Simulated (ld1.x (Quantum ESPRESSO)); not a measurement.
# Before and after: TM potential for phosphorus (P)

```json
{
 "Element": "P (Z = 15)",
 "Generator": "ld1.x (Quantum ESPRESSO) 7.5",
 "Type": "norm-conserving Troullier–Martins (Kleinman–Bylander form)",
 "Functional": "PBEsol",
 "Relativity": "scalar-relativistic",
 "Frozen core": "[Ne]",
 "Valence charge": "5",
 "Reference configuration": "3s2 3p1 (charge +2)",
 "Partial waves": "3p (bound): rc 1.70 bohr; 3d channel at -0.15 Ry: rc 1.55 bohr; 3s (bound): rc 1.65 bohr",
 "Local potential": "the s channel",
 "Core correction": "a·sin(br)/r model core inside 1.25 bohr"
}
```

Change: core correction none.

Cutoffs: the cutoffs (Ry, on a coarse ladder) from which the occupation-weighted sum of valence levels, in a spherical-Bessel basis at the reference potential, stays within 10 and 1 mRy of its value at 400 Ry; they do not see the model core or the augmentation charge, which bear on the density cutoff. Errors are all-electron minus pseudo energies relative to the spin-unpolarised reference configuration.

Q: What does the change do?

A: The potential gets neither clearly harder nor softer (30 Ry and 50 Ry → 30 Ry and 50 Ry); of the 7 tests that both files solve, the error grows in 4 and shrinks in 0 by more than 15 % and 0.3 meV (median size 16.6 → 19.1 meV); neither file shows a bound ghost. Exchange and correlation are not linear in the density, so unscreening with the valence charge alone errs where core and valence overlap; a model core restores that term.

| quantity | base | changed |
| --- | --- | --- |
| cutoff, loose | 30 Ry | 30 Ry |
| cutoff, tight | 50 Ry | 50 Ry |
| bound ghosts | none | none |
| error for 3s2 3p3, meV [ΔE -28.81 eV] | +24 | +25 |
| error for 3s2 3p2, meV [ΔE -19.11 eV] | +9.1 | +11 |
| error for 3s2 3p0, meV [ΔE 29.71 eV] | +11 | +19 |
| error for 3s2 3p3.3, meV [ΔE -30.11 eV] | +27 | +28 |
| error for 3s1 3p0, meV [ΔE 81.62 eV] | +25 | +129 |
| error for 3s2 3p2.5, meV [ΔE -25.05 eV] | +17 | +18 |
| error for 3s0 3p5, meV [ΔE -11.66 eV] | +15 | +18 |
| s: phases at 1.84 bohr within 0.05 rad from the reference energy up to (Ry; the scan ends near 5) | 2.9 | 2.9 |
| p: phases at 1.84 bohr within 0.05 rad from the reference energy up to (Ry; the scan ends near 5) | 3.6 | 3.6 |
| d: phases at 1.84 bohr within 0.05 rad from the reference energy up to (Ry; the scan ends near 5) | to the end of the scan | to the end of the scan |
